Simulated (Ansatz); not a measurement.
Interaction energy ladder

The pair of GeH4 (SMILES [GeH4], atoms 1–5) and PH3 (SMILES P, atoms 6–9), both closed shells, in one local arrangement (a lower one may exist), relaxed at PBE0-D4/def2-TZVP:

```
9
angstrom
Ge 0.1260 0.0821 -1.8930
H 0.5668 -1.0900 -1.0034
H -1.3901 0.2754 -1.7742
H 0.4894 -0.2354 -3.3521
H 0.8517 1.3592 -1.4529
P -0.3488 0.2198 1.9242
H -0.6055 0.5626 3.2779
H 1.0268 -0.0353 2.1623
H -0.7164 -1.1383 2.1111
```

Ansatz 0.2.0; basis: def2-TZVPPD, with def2-QZVPPD for the basis limit; cores frozen in the correlated methods. Filled d shells of the heavier atoms are correlated. The def2 sets are not built for correlating such inner shells, so the correlated values are less sure here. B3LYP uses VWN-RPA correlation. Extrapolation: Hartree–Fock as exp(−7.88 √X), correlation as X^−2.97. Interaction energies count from these two fragments, frozen as in the pair, with the counterpoise correction; negative means bound.

What is the interaction energy by CCSD(T) at an estimated basis limit (MP2 extrapolated from triple and quadruple zeta, plus CCSD(T) − MP2 in triple zeta)? (Judge from chemistry; the value comes from the calculation.)

The calculation gives: -1.11 kcal/mol. Hartree–Fock alone gives 0.79 kcal/mol at the basis limit, so without correlation the pair would not bind at this distance. It counts from the two fragments frozen as in the pair.

The same quantity by other methods in triple zeta, and each one's difference from that estimate:
```tsv
method	E_int (kcal/mol)	difference
PBE-D4	-1.42	-0.31
revPBE-D4	-1.19	-0.09
BLYP-D4	-1.09	0.02
r2SCAN-D4	-0.94	0.16
B97M-V	-1.09	0.01
PBE0-D4	-1.31	-0.20
B3LYP-D4	-1.18	-0.08
HSE06-D4	-1.31	-0.20
wB97X-V	-1.09	0.02
wB97M-V	-1.12	-0.02
B2PLYP	-0.07	1.04
HF	0.80	1.91
MP2	-0.91	0.19
CCSD	-0.56	0.54
CCSD(T)	-0.80	0.30
```
Differences are method less estimate.

Basis-set superposition shift (counterpoise-corrected less uncorrected): CCSD(T) 0.46; MP2 0.48; HF 0.10; PBE0-D4 0.09; wB97M-V 0.11 kcal/mol.

T1 diagnostic: at most 0.014.

For scale, one of the runs: CCSD(T)/def2-TZVPPD, 221 basis functions, launched by `ansatz run in.yaml --threads 4 --pin off --events-out ev --progress --plain --max-ram 9574MiB`. Hardware: 4 CPU threads of an Intel Xeon Platinum 8259CL, shared host. Wall time 60 s; peak host memory 3.2 GiB.
